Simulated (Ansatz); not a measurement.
C$_{3}$ClN$_{3}$Sn, SMILES `N#[C][Sn]([Cl])([C]#N)[C]#N`, relaxed with RKS PBE-D4/def2-SVP in Ansatz from a rough embedded geometry. The force threshold is 0.03 eV/Å; the program also tests the step.

The species carries charge 0 and has multiplicity 1. Sn: def2 effective core potential.

Start:

```xyz
8

N     2.625   -0.379    1.748
C     1.664   -0.120    1.065
Sn    0.014    0.319   -0.199
Cl    0.505    2.373   -1.279
C    -1.692    0.493    0.952
N    -2.666    0.584    1.613
C    -0.163   -1.219   -1.568
N    -0.287   -2.051   -2.333
```

| step | energy (eV) | largest force (eV/Å) | largest move (Å) |
| --- | --- | --- | --- |
| 1 | -25909.7853 | 4.016 | 0.000 |
| 2 | -25909.9747 | 0.206 | 0.060 |
| 3 | -25909.9769 | 0.033 | 0.025 |
| 4 | -25909.9772 | 0.010 | 0.007 |

End:

```xyz
8

N     2.603   -0.367    1.775
C     1.691   -0.120    1.080
Sn    0.067    0.335   -0.182
Cl    0.473    2.346   -1.287
C    -1.689    0.497    0.970
N    -2.667    0.592    1.611
C    -0.172   -1.213   -1.589
N    -0.306   -2.070   -2.379
```

Run time 3.6 s (4 threads of an Intel Xeon 6975P-C on a shared host); peak host memory 0.2 GiB.
